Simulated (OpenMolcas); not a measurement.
V II.

- Program: OpenMolcas
- Basis: ANO-R1 [5s3p3d1f]
- Scalar Hamiltonian: X2C, finite nucleus
- Active space: 4 electrons in 5 orbitals (3d)
- State averaging: 2S+1 = 5 even, 5 roots; 2S+1 = 3 even, 45 roots; 2S+1 = 1 even, 50 roots (44 in the spin-orbit step)
- Spin-orbit coupling: state interaction with AMFI integrals over the reference wave functions, term energies averaged over their components

Two sets of levels on these reference wave functions, in eV above 3d4 5D0: one from CASSCF and one from MS-CASPT2, IPEA 0.25 Eh, imaginary shift 0.1 Eh (closed shells correlated: 3s 3p).

```tsv
Level	Set 1	Set 2
3d4 5D0	0.0000	0.0000
3d4 5D1	0.0048	0.0049
3d4 5D2	0.0142	0.0144
3d4 5D3	0.0280	0.0284
3d4 5D4	0.0461	0.0463
3d4 3H4	1.950	1.659
3d4 3H5	1.960	1.669
3d4 3H6	1.971	1.680
3d4 3P0(1)	2.123	1.434
3d4 3P1(1)	2.150	1.462
3d4 3P2(1)	2.203	1.514
3d4 3F2(1)	2.238	1.705
3d4 3F3(1)	2.242	1.711
3d4 3F4(1)	2.248	1.719
3d4 3G3	2.461	2.012
3d4 3G4	2.473	2.024
```

Q: Which set is which?

A: Set 2 is MS-CASPT2. Its levels of the other terms of 3d4 lie at 0.68 to 0.85 of the other set's values, as expected, since terms of lower spin or lower L gain more correlation energy than the Hund ground term.

Term energies are means over components that CASPT2 splits; among the terms shown or strongly mixed into the levels shown the widest spread is 450 cm-1 (3d4 3H, MS-CASPT2). Some high roots are left out of the spin-orbit mixing, which shifts the levels that they would mix with. Without dynamic correlation excited terms often stand tens of per cent too high (terms of higher spin than the ground term too low), and those without a measured partner can miss by more than the paired ones (holds for CASSCF). The CASPT2 spread within a term exceeds the gap to the next term for 3d4 3H and 3d4 3F(1), so the order of their levels is uncertain, and so are names and mixing where such terms share a J (holds for MS-CASPT2). Levels of configurations outside the active space are missing. Levels that lie high or do not pair safely by name in every column are left out.

A number in round brackets counts repeated terms of one configuration in the order of the reference energies.
